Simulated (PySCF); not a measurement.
Compound: 2,2,2-trifluoroethyl acrylate, C₅H₅F₃O₂.
Numbering: `[CH2:1]=[CH:2][C:3](=[O:4])[O:5][CH2:6][C:7]([F:8])([F:9])[F:10]` (hydrogens: H11, H12 on C1; H13 on C2; H14, H15 on C6)

The same species was optimised twice, with GFN2-xTB and with PBE0-D3(BJ)/def2-SVP (PySCF), and the same property calculations (PySCF, gas phase) were run on both structures.

| coordinate | GFN2-xTB | PBE0-D3(BJ)/def2-SVP | change |
| --- | --- | --- | --- |
| C6–C7 (Å) | 1.529 | 1.513 | -0.016 |
| C3–O5 (Å) | 1.363 | 1.354 | -0.009 |
| C1=C2 (Å) | 1.326 | 1.334 | +0.008 |
| C2–C3 (Å) | 1.471 | 1.478 | +0.007 |
| C7–F10 (Å) | 1.340 | 1.335 | -0.005 |
| C7–F8 (Å) | 1.338 | 1.332 | -0.006 |
| C7–F9 (Å) | 1.335 | 1.332 | -0.003 |
| O5–C6 (Å) | 1.408 | 1.405 | -0.003 |
| C3=O4 (Å) | 1.201 | 1.201 | 0.000 |
| C6–C7–F10 (°) | 110.8 | 109.5 | -1.3 |
| F9–C7–F10 (°) | 107.3 | 108.4 | +1.1 |
| F8–C7–F10 (°) | 106.8 | 107.9 | +1.1 |
| C6–C7–F9 (°) | 112.3 | 111.3 | -1.0 |
| C2–C3–O4 (°) | 126.9 | 126.0 | -0.9 |
| F8–C7–F9 (°) | 107.0 | 107.7 | +0.7 |
| O4–C3–O5 (°) | 122.9 | 123.6 | +0.7 |
| C1–C2–C3 (°) | 120.9 | 120.3 | -0.6 |
| C1–C2–C3–O4 (°) | 2 | 0 | -2 |
| C2–C3–O5–C6 (°) | 177 | 177 | 0 |
| C3–O5–C6–C7 (°) | -104 | -110 | -6 |
| O5–C6–C7–F8 (°) | -66 | -63 | +3 |

Rotational constants: A = 3217, B = 677.4, C = 652.6 MHz (GFN2-xTB) against A = 3258, B = 673.2, C = 645.2 MHz (PBE0-D3(BJ)/def2-SVP). Point groups within 0.08 Å: C1 and C1.

On the GFN2-xTB structure: HOMO (eV) -8.66 [PBE0/pcSseg-1]; LUMO (eV) -1.78 [PBE0/pcSseg-1]; dipole (D) 2.61 [PBE0/pcSseg-1]; GIAO shielding of C1 (ppm) 42.0 [PBE0/pcSseg-1]; GIAO shielding of C2 (ppm) 52.2 [PBE0/pcSseg-1]; GIAO shielding of C3 (ppm) 15.6 [PBE0/pcSseg-1]; GIAO shielding of O4 (ppm) -63.4 [PBE0/pcSseg-1]; GIAO shielding of O5 (ppm) 142.7 [PBE0/pcSseg-1]; GIAO shielding of C6 (ppm) 124.1 [PBE0/pcSseg-1]; GIAO shielding of C7 (ppm) 54.8 [PBE0/pcSseg-1]; GIAO shielding of F8/F9/F10 (mean) (ppm) 260.7 [PBE0/pcSseg-1].

What do these properties become on the PBE0-D3(BJ)/def2-SVP structure?

```csv
property,level,on GFN2-xTB,on PBE0-D3(BJ)/def2-SVP,change
HOMO (eV),PBE0/pcSseg-1,-8.66,-8.60,+0.06
LUMO (eV),PBE0/pcSseg-1,-1.78,-1.74,+0.04
dipole (D),PBE0/pcSseg-1,2.61,2.38,-0.23
"energy, GFN2-xTB geometry as zero (kcal/mol)",PBE0/pcSseg-1,0.0,-0.4,-0.4
GIAO shielding of C1 (ppm),PBE0/pcSseg-1,42.0,39.1,-2.9
GIAO shielding of C2 (ppm),PBE0/pcSseg-1,52.2,49.8,-2.4
GIAO shielding of C3 (ppm),PBE0/pcSseg-1,15.6,16.1,+0.5
GIAO shielding of O4 (ppm),PBE0/pcSseg-1,-63.4,-58.9,+4.5
GIAO shielding of O5 (ppm),PBE0/pcSseg-1,142.7,146.2,+3.5
GIAO shielding of C6 (ppm),PBE0/pcSseg-1,124.1,124.6,+0.5
GIAO shielding of C7 (ppm),PBE0/pcSseg-1,54.8,56.5,+1.7
GIAO shielding of F8/F9/F10 (mean) (ppm),PBE0/pcSseg-1,260.7,265.8,+5.1
```

The heavy atoms differ by 0.050 Å rms after alignment. Among bonds between heavy atoms C6–C7 changes most (-0.016 Å). Changes are differences of the printed values. Neither structure is proved a minimum here.

Shape of the structure used: `[CH2:1]=[CH:2][C:3](=[O:4])[O:5][CH2:6][C:7]([F:8])([F:9])[F:10]`: C1–C2–C3–O4 0°, C2–C3–O5–C6 177°, C3–O5–C6–C7 -110°, O5–C6–C7–F8 -63°.
